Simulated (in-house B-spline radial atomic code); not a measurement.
A fraction x of an electron is removed from 3d in Mn²⁺, starting from [Ar] 3d5 and keeping the highest spin. Level of theory: scalar-relativistic (X2C) CAM-B3LYP, spin-polarised, spherical fractional occupations, Fermi nucleus of rms radius 3.7057 fm; calculated with a B-spline radial code for spherical atoms.

Caution: exact exchange at fractional occupations of open shells leaves self-interaction of up to several eV.

```csv
x,E(x) - E(0) (eV),3d up level (eV)
0,0.0000,-29.703
0.12,3.6701,-31.471
0.14,4.3025,-31.769
0.28,8.8975,-33.882
0.47,15.6132,-36.824
0.5,16.7250,-37.296
0.59,20.1458,-38.725
0.71,24.9084,-40.658
0.79,28.2132,-41.964
1,37.3910,-45.459
```

The exact functional would give a straight line between the two integer points. Deviations E(x) - E(0) - x[E(1) - E(0)], in eV: -0.817 at x = 0.12, -0.932 at x = 0.14, -1.572 at x = 0.28, -1.961 at x = 0.47, -1.97 at x = 0.5, -1.915 at x = 0.59, -1.639 at x = 0.71, -1.326 at x = 0.79.

The curve lies below the straight line by up to 1.97 eV (at x = 0.5): convex, the delocalisation error, to which spherically averaged exact exchange adds.

Q: How well does Slater's transition state (minus the level at half occupation) give the ionisation energy?

A: It gives 37.296 eV against 37.391 eV from the two total energies; NIST lists 33.67 eV, ground level to ground level. The end point has an open shell averaged over its orbitals, so its exact exchange keeps a self-interaction and this is no true integer point.
